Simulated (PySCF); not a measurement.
GeFCl3, SMILES [F][Ge]([Cl])([Cl])[Cl].

The structure is a stationary point at B3LYP-D3(BJ)/def2-SVP.

Level of theory: PySCF with TDDFT-M06-2X/def2-SVPD.

Vertical excitations; the highest root listed may be one member of a degenerate set. Isolated molecule, no solvent. State labels are in the subgroup Cs.

| state | symmetry | energy (eV) | λ (nm) | f | main pairs |
|---|---|---|---|---|---|
| S1 | A" | 6.48 | 191 | 0.000 | HOMO→LUMO 93 % |
| S2 | A' | 6.72 | 184 | 0.019 | HOMO−2→LUMO (degenerate set) |
| S3 | A" | 6.72 | 184 | 0.019 | HOMO−1→LUMO (degenerate set) |
| S4 | A' | 7.14 | 174 | 0.049 | HOMO−3→LUMO (degenerate set) |
| S5 | A" | 7.14 | 174 | 0.049 | HOMO−4→LUMO (degenerate set) |
| S6 | A' | 7.30 | 170 | 0.032 | HOMO−5→LUMO 90 % |
| S7 | A" | 8.78 | 141 | 0.120 | HOMO−7→LUMO, HOMO→LUMO+3 (degenerate set) |
| S8 | A' | 8.78 | 141 | 0.120 | HOMO−6→LUMO, HOMO→LUMO+2 (degenerate set) |
| S9 | A" | 8.96 | 138 | 0.000 | HOMO→LUMO+4 47 %, HOMO→LUMO+1 40 % |
| S10 | A' | 9.20 | 135 | 0.003 | HOMO−2→LUMO+1 31 %, HOMO−2→LUMO+4 31 %, HOMO→LUMO+2 17 % |
| T1 | A" | 6.11 | 203 | 0 | HOMO→LUMO 91 % |
| T2 | A' | 6.29 | 197 | 0 | HOMO−2→LUMO (degenerate set) |
| T3 | A" | 6.29 | 197 | 0 | HOMO−1→LUMO (degenerate set) |
| T4 | A' | 6.65 | 187 | 0 | HOMO−3→LUMO 87 % |
Triplets are in the Tamm–Dancoff approximation, which puts them higher than full response would, so one can lie above its singlet here.
